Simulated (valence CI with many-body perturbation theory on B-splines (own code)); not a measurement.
# Br XIV: what the settings do

Calculated by valence CI with perturbative core correlation (CI+MBPT): four valence electrons over a frozen Dirac-Fock core [Ar], a basis of 6 s, 6 p, 5 d, 5 f, 1 g functions for each j, with the one-electron correlation potential Σ1 (screened to all orders), the two-electron term Σ2, the three-electron term Σ3, Breit, model QED; selected single and double excitations, second order for the rest (own B-spline code, finite nucleus).

No measured spectrum was set against this ion. As an estimate, terms of the open shell hold to 2 to 4 % of their energy, and close levels can change places. Only levels of the ground parity were solved; by the run's estimate the other parity begins above the list, which can be wrong where configurations are misplaced.

The reference run has the lowest level 3d⁴ ⁵D_0 and an ionisation energy of 435.425 eV. Its largest variational space holds 7615 state functions.

Names give the largest LS component (configuration and term), which can be under half, so a name can repeat, a term be missing and a line seem to break the LS rules; names also repeat where a configuration has a term twice.

Changed runs:
A. size limit of the variational space 10000 → 3000; second order for the rest on → off; shift of the energy in Σ1 (hartree) 0 → 3.211
B. three-electron term on → off; scale of Σ1 1 → 0.8
C. size limit of the variational space 10000 → 1500; second order for the rest on → off; selection threshold (hartree) 2e-08 → 2e-07
D. scale of Σ1 1 → 0 (bad on purpose)

Excitation energies of the reference run in cm⁻¹, and shifts in cm⁻¹:

```csv
Level,Reference,A,B,C,D
3d⁴ ⁵D_1,1875,+83,-25,+338,-62
3d⁴ ⁵D_2,4764,+290,-45,+1245,-138
3d⁴ ⁵D_3,8157,+342,-59,+1387,-213
3d⁴ ⁵D_4,11792,+476,-65,+1769,-281
3d⁴ ³P_0,47993,+4.5,+319,+0.6,-139
3d⁴ ³H_4,52392,+574,+560,+2120,-235
3d⁴ ³H_5,56797,+326,+341,+1159,-369
3d⁴ ³P_1,56944,+225,-113,+974,-344
3d⁴ ³H_6,59722,+165,+318,+472,-435
3d⁴ ³F_3,59954,+712,+618,+2306,-325
3d⁴ ³F_2,61178,+759,+463,+2321,-366
3d⁴ ³F_4,63061,+847,+492,+2594,-449
Ionisation energy (eV),435.425,+0.493,-0.480,+0.007,-2.350
```
